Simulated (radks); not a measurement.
Values are calculated unless marked as measured or tabulated.
Species: the tellurium ion Te29+. Configuration: [Ar] 3d5.

Code: a radial shooting solver on a logarithmic mesh with Libxc functionals. Model: Dirac Kohn-Sham, LB94 model potential, spin-unpolarised, spherical densities, finite nucleus; open shells fill j = l - 1/2 first; Fermi nuclear charge, rms radius 4.7423 fm.

Energy parts (eV):
part                   energy
kinetic            181242.955
electron-nucleus  -384135.530
Hartree             36196.974
(The LB94 potential has no energy functional, so no total or exchange-correlation energy is given.)

Orbitals (lengths in bohr, moments of r in powers of bohr; <r^-3> diverges for s and p1/2; r(max) is where P^2 peaks):
1s1/2: occ. 2; eigenvalue (eV) -33024.80; r(max) 0.01793; <r> 0.02777; <r^4> 2.850e-06
2s1/2: occ. 2; eigenvalue (eV) -6132.458; r(max) 0.1012; <r> 0.1186; <r^4> 0.0004728
2p1/2: occ. 2; eigenvalue (eV) -5838.285; r(max) 0.07765; <r> 0.1000; <r^4> 0.0003013
2p3/2: occ. 4; eigenvalue (eV) -5558.559; r(max) 0.08236; <r> 0.1055; <r^-3> 4989; <r^4> 0.0003578
3s1/2: occ. 2; eigenvalue (eV) -2074.335; r(max) 0.2839; <r> 0.3059; <r^4> 0.01688
3p1/2: occ. 2; eigenvalue (eV) -1957.736; r(max) 0.2689; <r> 0.2934; <r^4> 0.01538
3p3/2: occ. 4; eigenvalue (eV) -1898.263; r(max) 0.2785; <r> 0.3031; <r^-3> 1085; <r^4> 0.01732
3d3/2: occ. 4; eigenvalue (eV) -1706.030; r(max) 0.2208; <r> 0.2679; <r^-3> 181.1; <r^4> 0.01211
3d5/2: occ. 1; eigenvalue (eV) -1692.603; r(max) 0.2235; <r> 0.2709; <r^-3> 168.1; <r^4> 0.01256
4s1/2: occ. 0; eigenvalue (eV) -1030.243; r(max) 0.5977; <r> 0.6014; <r^4> 0.2279
4p1/2: occ. 0; eigenvalue (eV) -982.9601; r(max) 0.5947; <r> 0.5988; <r^4> 0.2308
4p3/2: occ. 0; eigenvalue (eV) -962.3890; r(max) 0.6091; <r> 0.6120; <r^-3> 379.4; <r^4> 0.2510

The highest occupied level is 3d5/2 at -1692.6 eV. Summed over all electrons, <r^2> = 1.372 bohr^2, which gives a Langevin (diamagnetic) susceptibility term of -1.09 x 10^-6 cm^3/mol.
